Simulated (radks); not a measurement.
Species: Mo+. Configuration: [Kr] 4d4 5s1 (not the ground configuration). Method: scalar-relativistic Kohn-Sham, PBE, spin-polarised, spherical densities, point nucleus; open shells are filled with parallel spins first (spin-orbit coupling, left out, can overturn this in heavy ions); computed with a radial shooting solver on a logarithmic mesh with Libxc functionals.

Normalised radial functions P(r) = r R(r), r in bohr:

```
   r/bohr * 4p down, o 4d up, + 4d down (the largest magnitude, 1.02, reaches the edge; | marks zero, & curves that meet)
 0.001381                             &
 0.001594                             &
 0.001841                             &
 0.002127                             &
 0.002456                             &
 0.002814                             &
  0.00325                             &
 0.003753                             &
 0.004334                             &
 0.005006                             &
 0.005781                             &
 0.006676                             &
  0.00771                             &
 0.008904                             &*
  0.01028                             &*
  0.01178                             &*
  0.01361                             &*
  0.01571                             & *
  0.01815                             & *
  0.02096                             &  *
   0.0242                             &  *
  0.02795                             &   *
  0.03228                             &    *
  0.03728                             &     *
  0.04306                             |&     *
  0.04973                             |&     *
  0.05697                             |&      *
  0.06579                             | &      *
  0.07599                             | &      *
  0.08775                             |  &     *
   0.1013                             |   &   *
    0.117                             |    &*
   0.1352                             |   * &
   0.1561                             |*     &
   0.1803                          *  |       &
   0.2082                      *      |        &
   0.2385                  *          |         &
   0.2755                *            |         &
   0.3182               *             |        &
   0.3674                *            |       &
   0.4243                    *        |    &
   0.4901                          *  | &
    0.566                           & |   *
   0.6536                      +o     |           *
   0.7549                  &          |                  *
   0.8718              &              |                       *
    1.007           &                 |                          *
    1.153         &                   |                          *
    1.332        &                    |                       *
    1.538         &                   |                   *
    1.777          &                  |              *
    2.052            o+               |         *
     2.37               &             |     *
    2.737                  &          |   *
    3.161                     &       | *
     3.65                       &     |*
    4.216                         &   *
     4.83                           & *
    5.578                            &*
    6.442                            &*
    7.439                             &
    8.592                             &
    9.922                             &
```

4p down: eigenvalue -46.475 eV, 2 radial nodes at r = 0.160, 0.523 bohr, <r> = 1.22 bohr, 90 % of the charge inside 1.82 bohr. 4d up: eigenvalue -13.814 eV, 1 radial node at r = 0.527 bohr, <r> = 1.78 bohr, 90 % of the charge inside 2.84 bohr. 4d down (empty): eigenvalue -10.639 eV, 1 radial node at r = 0.526 bohr, <r> = 1.79 bohr, 90 % of the charge inside 2.87 bohr.
